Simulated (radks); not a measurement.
The table gives one normalised radial function P(r) = r R(r) of Sn+ in [Kr] 4d9.5 5s2 5p1.5 (r in bohr). Method: scalar-relativistic Kohn-Sham, PBE, spin-unpolarised, spherical densities, point nucleus; computed with a radial shooting solver on a logarithmic mesh with Libxc functionals.

r,P
0.001783,0.0000
0.002769,0.0001
0.004265,0.0003
0.00657,0.0011
0.0102,0.0037
0.01571,0.0119
0.0242,0.0372
0.03758,0.1109
0.05789,0.2935
0.08917,0.6728
0.1385,1.2662
0.2133,1.7635
0.3285,1.6608
0.5101,0.9038
0.7857,0.2386
1.21,0.0226
1.879,0.0005
2.894,0.0000
4.458,0.0000
6.923,0.0000

Which n and l does it have? It may be an empty orbital.

Answer. n = 3, l = 2: the number of nodes gives n - l - 1 = 0, the rise at small r (about r^(l+1), flatter next to the nucleus through relativity) gives l, and the extent must fit the shell. The curve is that of 3d. 3d: eigenvalue -485.57 eV, 0 radial nodes, <r> = 0.315 bohr, 90 % of the charge inside 0.496 bohr.
